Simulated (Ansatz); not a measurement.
Species: dichloro(diethyl)germane, C$_{4}$H$_{10}$Cl$_{2}$Ge, net charge 0, singlet state. SMILES: C[CH2][Ge]([Cl])([Cl])[CH2]C
Coordinates optimised at B3LYP-D3(BJ)/def2-TZVP (Ansatz, a program for electronic structure):
```xyz
17

C     -1.8920     1.9778     0.8039
C     -1.1948     0.7163     1.3132
Ge    -0.0108    -0.0808    -0.0263
Cl    -1.2431    -0.7451    -1.6984
Cl     0.8951    -1.8595     0.8522
C      1.4287     1.0343    -0.7445
C      2.3644     1.5583     0.3449
H     -2.4965     1.7675    -0.0794
H     -2.5531     2.3904     1.5685
H     -1.1740     2.7567     0.5383
H     -0.5810     0.9220     2.1926
H     -1.9136    -0.0540     1.5944
H      0.9512     1.8494    -1.2922
H      1.9631     0.4249    -1.4739
H      2.8314     0.7395     0.8939
H      3.1618     2.1652    -0.0885
H      1.8340     2.1832     1.0666
```
Charge 0, spin multiplicity 1.

Wanted: atomisation energy (electronic, to ground-state atoms), in kJ/mol. Correlated levels leave the core frozen unless marked. UHF or UKS for open shells. No spin-orbit coupling. The frozen core is the preceding noble-gas configuration, with the filled d and f shells of earlier blocks. Non-relativistic. The coupled-cluster limit lacks core correlation, which all-electron functionals hold. Basis-set limits of correlation are two-point, X^-3; Hartree-Fock from the larger set. [CCSD(T)-MP2]/basis is that difference in the basis named.

```
level             program  atomisation energy (kJ/mol)
----------------  -------  ---------------------------
SVWN5/def2-TZVPD   Ansatz                       7158.0
```

Problem. Predict the RI-MP2/CBS(def2-TZVPPD,def2-QZVPPD)+[CCSD(T)-MP2]/def2-TZVPPD result (Ansatz).

Solution. 6329.3 kJ/mol, so SVWN5/def2-TZVPD differs from it by 828.7 kJ/mol.
